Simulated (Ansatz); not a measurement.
## Molecular dynamics of FH$_{9}$Si$_{4}$

input.yaml

```yaml
crystal:
  periodic: [false, false, false]
  atoms:
    - { symbol: Si, position_ang: [0.009827, -0.07323, 0.019611] }
    - { symbol: F, position_ang: [0.031805, -0.262224, 1.685612] }
    - { symbol: Si, position_ang: [2.153591, 0.054111, -0.754362] }
    - { symbol: H, position_ang: [2.931737, -1.125139, -0.401938] }
    - { symbol: H, position_ang: [2.160466, 0.160534, -2.206832] }
    - { symbol: H, position_ang: [2.858029, 1.215907, -0.230618] }
    - { symbol: Si, position_ang: [-1.111192, 1.844139, -0.507544] }
    - { symbol: H, position_ang: [-2.506319, 1.795497, -0.093274] }
    - { symbol: H, position_ang: [-0.511002, 3.016613, 0.113312] }
    - { symbol: H, position_ang: [-1.093213, 2.058365, -1.947967] }
    - { symbol: Si, position_ang: [-1.043837, -1.861852, -0.930336] }
    - { symbol: H, position_ang: [-2.36733, -2.080591, -0.361536] }
    - { symbol: H, position_ang: [-1.216193, -1.646123, -2.361235] }
    - { symbol: H, position_ang: [-0.286969, -3.095908, -0.765395] }
basis:
  gaussian: { orbitals: STO-3G }
hamiltonian:
  xc: pbe
md:
  timestep: 0.25
  n_steps: 150
  ensemble: nvt_nose_hoover
  temperature: 300.0
  initial_velocities: maxwell_boltzmann
  seed: 944448
  nose_hoover: { tau: 300.0, chain_length: 1 }
```

Launched with:

```bash
$ ansatz run input.yaml --threads 1 --pin off --max-ram 2048MiB --backend cpu --events-out ev --progress --plain --runs-dir out
```

It starts from a relaxed structure.

Output, in part (one step line in 6, the closing report, with atoms numbered from 0):

```
md step     0: t =     0.00 fs  T =   300.0 K  F+E_penalty+E_count = -33949.72088317 eV  E_kin = 0.465336 eV  conserved = -33949.25554717 eV  (22 SCF iters)
md step     6: t =     1.50 fs  T =   265.4 K  F+E_penalty+E_count = -33949.66704298 eV  E_kin = 0.411656 eV  conserved = -33949.25538761 eV  (19 SCF iters)
md step    12: t =     3.00 fs  T =   209.7 K  F+E_penalty+E_count = -33949.58045870 eV  E_kin = 0.325254 eV  conserved = -33949.25520703 eV  (19 SCF iters)
md step    18: t =     4.50 fs  T =   189.4 K  F+E_penalty+E_count = -33949.54899116 eV  E_kin = 0.293708 eV  conserved = -33949.25529202 eV  (19 SCF iters)
md step    24: t =     6.00 fs  T =   181.0 K  F+E_penalty+E_count = -33949.53612721 eV  E_kin = 0.280727 eV  conserved = -33949.25542061 eV  (19 SCF iters)
md step    30: t =     7.50 fs  T =   146.0 K  F+E_penalty+E_count = -33949.48172275 eV  E_kin = 0.226429 eV  conserved = -33949.25532925 eV  (19 SCF iters)
md step    36: t =     9.00 fs  T =   114.1 K  F+E_penalty+E_count = -33949.43206294 eV  E_kin = 0.176961 eV  conserved = -33949.25515413 eV  (19 SCF iters)
md step    42: t =    10.50 fs  T =   138.5 K  F+E_penalty+E_count = -33949.47005774 eV  E_kin = 0.214904 eV  conserved = -33949.25522753 eV  (19 SCF iters)
md step    48: t =    12.00 fs  T =   195.4 K  F+E_penalty+E_count = -33949.55846325 eV  E_kin = 0.303115 eV  conserved = -33949.25545965 eV  (23 SCF iters)
md step    54: t =    13.50 fs  T =   212.6 K  F+E_penalty+E_count = -33949.58507889 eV  E_kin = 0.329774 eV  conserved = -33949.25546753 eV  (19 SCF iters)
md step    60: t =    15.00 fs  T =   187.0 K  F+E_penalty+E_count = -33949.54509147 eV  E_kin = 0.290037 eV  conserved = -33949.25527227 eV  (19 SCF iters)
md step    66: t =    16.50 fs  T =   177.9 K  F+E_penalty+E_count = -33949.53098065 eV  E_kin = 0.276000 eV  conserved = -33949.25525209 eV  (19 SCF iters)
md step    72: t =    18.00 fs  T =   192.3 K  F+E_penalty+E_count = -33949.55342026 eV  E_kin = 0.298323 eV  conserved = -33949.25543020 eV  (19 SCF iters)
md step    78: t =    19.50 fs  T =   176.2 K  F+E_penalty+E_count = -33949.52843984 eV  E_kin = 0.273382 eV  conserved = -33949.25545802 eV  (19 SCF iters)
md step    84: t =    21.00 fs  T =   122.1 K  F+E_penalty+E_count = -33949.44419221 eV  E_kin = 0.189397 eV  conserved = -33949.25525410 eV  (19 SCF iters)
md step    90: t =    22.50 fs  T =    94.9 K  F+E_penalty+E_count = -33949.40177097 eV  E_kin = 0.147133 eV  conserved = -33949.25514273 eV  (20 SCF iters)
md step    96: t =    24.00 fs  T =   128.6 K  F+E_penalty+E_count = -33949.45429242 eV  E_kin = 0.199528 eV  conserved = -33949.25532241 eV  (19 SCF iters)
md step   102: t =    25.50 fs  T =   168.3 K  F+E_penalty+E_count = -33949.51587370 eV  E_kin = 0.261044 eV  conserved = -33949.25546798 eV  (19 SCF iters)
md step   108: t =    27.00 fs  T =   168.4 K  F+E_penalty+E_count = -33949.51579073 eV  E_kin = 0.261190 eV  conserved = -33949.25533582 eV  (19 SCF iters)
md step   114: t =    28.50 fs  T =   167.8 K  F+E_penalty+E_count = -33949.51461634 eV  E_kin = 0.260242 eV  conserved = -33949.25521018 eV  (19 SCF iters)
md step   120: t =    30.00 fs  T =   203.8 K  F+E_penalty+E_count = -33949.57046049 eV  E_kin = 0.316056 eV  conserved = -33949.25535668 eV  (19 SCF iters)
md step   126: t =    31.50 fs  T =   231.2 K  F+E_penalty+E_count = -33949.61302493 eV  E_kin = 0.358606 eV  conserved = -33949.25551759 eV  (19 SCF iters)
md step   132: t =    33.00 fs  T =   199.1 K  F+E_penalty+E_count = -33949.56306353 eV  E_kin = 0.308894 eV  conserved = -33949.25541797 eV  (19 SCF iters)
md step   138: t =    34.50 fs  T =   138.5 K  F+E_penalty+E_count = -33949.46874321 eV  E_kin = 0.214897 eV  conserved = -33949.25521329 eV  (18 SCF iters)
md step   144: t =    36.00 fs  T =   113.4 K  F+E_penalty+E_count = -33949.42974085 eV  E_kin = 0.175965 eV  conserved = -33949.25523430 eV  (16 SCF iters)
md step   150: t =    37.50 fs  T =   118.5 K  F+E_penalty+E_count = -33949.43772433 eV  E_kin = 0.183868 eV  conserved = -33949.25540617 eV  (23 SCF iters)
Total energy: -33949.43774991 eV, -1247.6188255538 hartree
Atom 0 at     0.077699    -0.061436     0.041615 Å, force    -1.109605     0.231676     0.394170 eV/Å
Atom 1 at    -0.113700    -0.223305     1.705279 Å, force     0.587505    -0.128910    -0.075148 eV/Å
Atom 2 at     2.179912    -0.015991    -0.823474 Å, force     0.442325     0.222720    -0.444843 eV/Å
Atom 3 at     3.150930    -0.872873    -0.173853 Å, force     0.004010    -0.086744     0.321438 eV/Å
Atom 4 at     2.196188    -0.458382    -2.213137 Å, force    -0.334048    -0.116508     0.061175 eV/Å
Atom 5 at     2.761529     1.309508    -0.919632 Å, force     0.005720     0.199271     0.275194 eV/Å
Atom 6 at    -1.167221     1.822012    -0.446078 Å, force     0.510693     0.467588    -0.444133 eV/Å
Atom 7 at    -2.572003     1.871150    -0.098212 Å, force    -0.231827    -0.556864     0.077573 eV/Å
Atom 8 at    -0.682080     3.028110     0.237807 Å, force     0.254502    -0.234991    -0.335504 eV/Å
Atom 9 at    -1.111179     2.002724    -1.905969 Å, force     0.029093     0.194824     0.362924 eV/Å
Atom 10 at    -0.986149    -1.803625    -0.946108 Å, force     0.205338    -0.436751     0.065000 eV/Å
Atom 11 at    -2.359335    -1.901084    -0.518761 Å, force    -0.486478     0.263685    -0.200163 eV/Å
Atom 12 at    -0.850545    -1.668956    -2.387070 Å, force    -0.270761    -0.003996    -0.090472 eV/Å
Atom 13 at    -0.492531    -3.125817    -0.607949 Å, force     0.393533    -0.014999     0.032789 eV/Å
Dipole moment:     0.074888    -0.012249     0.004384 e Å
```

The run went to its last step. The conserved energy stayed within 0.03 meV per atom of its start (net change 0.01 meV per atom), so the integration is sound. The mean temperature of the second half is 47 % below the set value. A run of 0.037 ps of so small a system gives no equilibrium averages. Limits of this set-up: minimal basis.

The same pairs are bonded in the first frame and the last. Pairs count as bonded within 1.25 times the sum of covalent radii (0.12 Å more for H–H).

Last frame:

```xyz
14
Properties=species:S:1:pos:R:3
Si 0.078 -0.061 0.042
F -0.114 -0.223 1.705
Si 2.180 -0.016 -0.824
H 3.151 -0.873 -0.174
H 2.196 -0.458 -2.213
H 2.761 1.310 -0.920
Si -1.167 1.822 -0.446
H -2.572 1.871 -0.098
H -0.682 3.028 0.238
H -1.111 2.003 -1.906
Si -0.986 -1.804 -0.946
H -2.359 -1.901 -0.519
H -0.851 -1.669 -2.387
H -0.492 -3.126 -0.608
```

The run took 5.9 min on 1 thread of Intel(R) Xeon(R) Platinum 8488C (Sapphire Rapids), with other jobs on the host, peak memory 0.12 GiB.
